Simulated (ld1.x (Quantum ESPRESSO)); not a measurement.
# lead, ultrasoft: configuration errors across variants

* Element: lead
* Generator: ld1.x (Quantum ESPRESSO) 7.5
* Type: ultrasoft
* Functional: LDA (PZ)
* Relativity: scalar-relativistic
* Frozen core: [Xe] 4f14 5d10
* Valence charge: 4
* Reference configuration: 6s2 6p2
* Partial waves: 6s (bound): rcut 1.60, rcutus 1.90 bohr; 6s channel at -0.45 Ry: rcut 1.60, rcutus 1.90 bohr; 6p (bound): rcut 2.50, rcutus 3.25 bohr; 6p channel at 0.75 Ry: rcut 2.50, rcutus 3.25 bohr
* Local potential: all-electron potential smoothed inside 2.30 bohr (lloc = -1)
* Core correction: a·sin(br)/r model core inside 1.85 bohr
* Augmentation charge: built from norm-conserving waves at rcut, not smoothed further

All-electron excitation energies from the reference (eV): (1) 6s2 6p1 6.833; (2) 6s2 6p0 20.595; (3) 6s1 6p0 53.472; (4) 6s2 6p1.5 2.610; (5) 6s1 6p3 8.821; (6) 6s2 6p2.3 -0.859; (7) 6s0 6p4 18.035; (8) 6s2 6p2 spin -0.452; (9) 6s2 6p1 spin 6.687.

Spin tests fill each open shell by Hund’s rule, majority spin first.

Errors AE − PS in meV (a dash: test not solved or not reliable):

```csv
change,(1),(2),(3),(4),(5),(6),(7),(8),(9),bound ghosts
base,-18,-118,-599,-3.6,-40,0.0,-155,-2.2,-19,none
core correction none,+6.9,+66,+258,+0.8,+13,+0.7,+89,+90,+45,none
core correction a·sin(br)/r model core inside 0.84 bohr,-18,-119,-611,-3.6,-43,0.0,-168,-3.6,-20,none
core correction a·sin(br)/r model core inside 1.26 bohr,-18,-119,-611,-3.6,-43,0.0,-167,-3.6,-20,none
core correction a·sin(br)/r model core inside 1.58 bohr,-18,-119,-609,-3.6,-42,0.0,-164,-3.3,-20,none
core correction a·sin(br)/r model core inside 1.84 bohr,-18,-118,-599,-3.6,-40,0.0,-155,-2.2,-19,none
core correction a·sin(br)/r model core inside 2.04 bohr,-18,-117,-577,-3.6,-37,0.0,-140,+0.2,-18,none
core correction a·sin(br)/r model core inside 2.26 bohr,-17,-113,-529,-3.5,-31,0.0,-115,+5.6,-15,none
```

Give the same row for: core correction a·sin(br)/r model core inside 1.08 bohr.

-18, -119, -611, -3.6, -43, 0.0, -168, -3.6, -20; bound ghosts: none.
